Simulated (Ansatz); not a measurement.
Consider the formal exchange of groups at the Si–O bond: `C[SiH2]O[SiH2]F` + `[NH2][SnH2][OH]` → `[NH2][SnH]([OH])[SiH2]F` + `C[SiH2]O`.

Computed with Ansatz on PBE0-D4/def2-TZVP structures; ΔE is electronic, products minus reactants. CBS: MP2 limit from def2 TZ/QZ plus the TZ coupled-cluster correction, frozen cores. This one scheme is used for every species. DFT in def2-TZVPP. B3LYP here is the variant with VWN-RPA as its local correlation; programs differ in this. Elements past krypton have def2 core potentials. For Sn outer-core shells are correlated without core-valence functions, which leaves a few kJ/mol of doubt a bond. One conformer a species, not always the lowest.

`C[SiH2]O[SiH2]F`:

```xyz
12

C    -0.553   -1.424    1.189
Si   -1.062   -0.419   -0.287
O     0.253    0.306   -0.967
Si    1.331    1.502   -0.871
F     2.074    1.440    0.542
H     0.160   -2.201    0.904
H    -0.085   -0.791    1.947
H    -1.424   -1.908    1.638
H    -2.037    0.635    0.107
H    -1.672   -1.274   -1.336
H     2.352    1.313   -1.921
H     0.663    2.821   -0.945
```

`[NH2][SnH2][OH]`:

Z-matrix (Å, degrees):
```
Sn
O 1 1.966
N 1 2.010 2 104.3
H 1 1.715 2 105.9 3 -121.4
H 1 1.703 2 108.7 3 114.2
H 2 0.959 1 112.7 3 131.9
H 3 1.010 1 116.0 2 -88.4
H 3 1.010 1 114.8 2 143.2
```

`[NH2][SnH]([OH])[SiH2]F`:

Z-matrix (Å, degrees):
```
Sn
O 1 1.971
Si 1 2.578 2 103.3
N 1 2.024 2 104.0 3 120.3
H 1 1.713 2 109.0 3 -126.6
H 2 0.961 1 110.9 3 -147.7
F 3 1.607 1 107.0 2 91.4
H 3 1.483 1 112.2 2 -27.3
H 3 1.486 1 111.8 2 -151.1
H 4 1.011 1 115.1 2 -93.3
H 4 1.011 1 114.6 2 140.0
```

`C[SiH2]O`:

```xyz
9

C    -0.201    1.112   -0.314
Si    0.472   -0.506    0.318
O    -0.709   -1.637    0.550
H     0.606    1.845   -0.410
H    -0.950    1.518    0.369
H    -0.663    0.996   -1.299
H     1.096   -0.326    1.652
H     1.496   -1.012   -0.642
H    -1.146   -1.991   -0.225
```

Problem. Is it downhill or uphill in electronic energy at CCSD(T)/CBS, and by how much? (Best estimate.)

Solution. Computed: Uphill: ΔE = +113.9 kJ/mol.

Problem. What do these levels give: PBE-D4, PBE0-D4, ωB97M-V, r2SCAN, PBE0, B3LYP, HF/def2-TZVPP, MP2/def2-TZVPP, CCSD/def2-TZVPP, SCS-MP2/def2-QZVPP, HF/CBS(def2), CCSD/CBS(def2)? (Best estimate.)

Solution. Ansatz gave: PBE-D4 89.4, PBE0-D4 100.5, ωB97M-V 115.9, r2SCAN 110.1, PBE0 100.1, B3LYP 110.8, HF/def2-TZVPP 141.2, MP2/def2-TZVPP 120.0, CCSD/def2-TZVPP 121.7, SCS-MP2/def2-QZVPP 122.6, HF/CBS(def2) 144.3, CCSD/CBS(def2) 117.2 kJ/mol.

Largest T1 diagnostic among the species: 0.013.

From PBE to PBE0 (25 % exact exchange), in def2-TZVPP and without D4, ΔE moves by +11.3 kJ/mol. In def2-TZVPP, CCSD(T) changes the Hartree–Fock value by −22.9 kJ/mol (the triples alone add −3.3 kJ/mol) and MP2 by −21.3 kJ/mol.
